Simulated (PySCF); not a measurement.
F₄Zr, SMILES [F][Zr-]([F])([F])[F] (connectivity only; charge and spin as stated), charge -1, multiplicity 2.

Coordinates come from a B3LYP-D3(BJ)/def2-SVPD optimisation. The spin state was assumed, not searched. The def2 effective core potentials stand for the cores of Zr; spin–orbit coupling is left out.

These are M06-2X/def2-TZVPD in PySCF values and carry that method's errors.

```
Quantity                                                            Value
------------------------------------------------  -----------------------
total energy                                           -446.74796 hartree
point group                                                           D2d
α spin, highest occupied and lowest empty level         -1.00 and 4.07 eV
β spin, highest occupied and lowest empty level         -7.81 and 1.67 eV
dipole moment about the centre of nuclear charge                   0.00 D
mean static polarisability                           62.8 bohr³ (9.31 Å³)
polarisability, principal values                   52.4, 52.4, 83.8 bohr³
⟨S²⟩                                              0.752 (pure state 0.75)
```
